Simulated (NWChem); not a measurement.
System: AlH₂OCl; SMILES [OH][AlH][Cl]

Input file for NWChem:

```
start job
memory heap 200 mb stack 900 mb global 1100 mb
geometry units angstroms noautosym nocenter noautoz
  Al    -0.579326     0.608741     0.000000
  H     -2.143871     0.690281     0.000000
  Cl     0.418009    -1.244126     0.000000
  O      0.306567     2.049826     0.000000
  H      1.259132     2.154397     0.000000
end
basis spherical
  * library 6-31g*
end
dft
  xc hfexch
  iterations 150
end
property
  efieldgrad
end
task dft property
```

Structure relaxed at the PBE0/def2-SVP level.

Vzz is the largest principal value of the second derivative of the potential at the nucleus (NWChem prints the opposite sign); η is the asymmetry. Non-relativistic.

Atoms are numbered as in the input.

### Question
Predict the main results of this run. (Hartree-Fock/6-31G* (spherical d).) Quantities: Vzz Al1 (a.u.); η Al1; Vzz Cl3 (a.u.); η Cl3; Vzz O4 (a.u.); η O4.

### Answer
| Quantity | Result |
|---|---|
| Vzz Al1 (a.u.) | 0.879 |
| η Al1 | 0.59 |
| Vzz Cl3 (a.u.) | 1.145 |
| η Cl3 | 0.33 |
| Vzz O4 (a.u.) | 1.384 |
| η O4 | 0.12 |
